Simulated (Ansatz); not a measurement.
Species: C4H4NSe (charge -1, singlet). It need not be the lowest isomer of its formula. Whether it binds its extra electron was not tested at this geometry. 
Geometry from a B3LYP-D3(BJ)/def2-TZVP (Ansatz, a program for electronic structure) optimisation:
```xyz
10

N      2.2877    -0.7833     0.0039
C      0.9882    -0.7214     0.0191
C      0.0308    -1.7511     0.0793
C     -1.3335    -1.3854     0.0816
C     -1.6637    -0.0626     0.0259
Se    -0.0726     0.9827    -0.0438
H      2.7121     0.1369    -0.0439
H      0.3647    -2.7805     0.1216
H     -2.1094    -2.1464     0.1271
H     -2.6431     0.3857     0.0191
```
Charge -1, spin multiplicity 1.

Total electronic energies in hartree. Correlated levels leave the core frozen unless marked. No spin-orbit coupling. Frozen are the shells of the preceding noble gas and the d and f shells that filled before the atom's block. Non-relativistic. CBS(X,Y): correlation extrapolated as X^-3; Hartree-Fock from the larger set. [CCSD(T)-MP2]/basis is that difference in the basis named.

```csv
level,program,energy (Eh)
HF/6-31G,Ansatz,-2607.58340
HF/6-31G*,Ansatz,-2607.72339
HF/cc-pVTZ,Ansatz,-2608.15497
PBE/def2-TZVPD,Ansatz,-2610.60152
revPBE/def2-TZVPD,Ansatz,…
r2SCAN-D4/def2-TZVPD,Ansatz + dftd4,-2611.09100
PBE0-D4/def2-TZVPD,Ansatz + dftd4,-2610.69233
HSE06/def2-TZVPD,Ansatz,-2610.67436
B2GP-PLYP-D4/def2-TZVPD,Ansatz + dftd4,-2610.43226
MP2/6-31G,Ansatz,-2608.11072
MP2/aug-cc-pVDZ,Ansatz,-2608.91354
SCS-MP2/cc-pVTZ,Ansatz,-2609.14658
CCSD/cc-pVQZ,Ansatz,-2609.26664
"RI-MP2/CBS(aug-cc-pVTZ,aug-cc-pVQZ)+[CCSD(T)-MP2]/aug-cc-pVQZ",Ansatz,-2609.3869
"CCSD(T)/CBS(aug-cc-pVTZ,aug-cc-pVQZ)",Ansatz,-2609.3814
```

Task: Some entries are withheld; supply them.

Result: 
- revPBE/def2-TZVPD, energy (Eh): -2610.96620
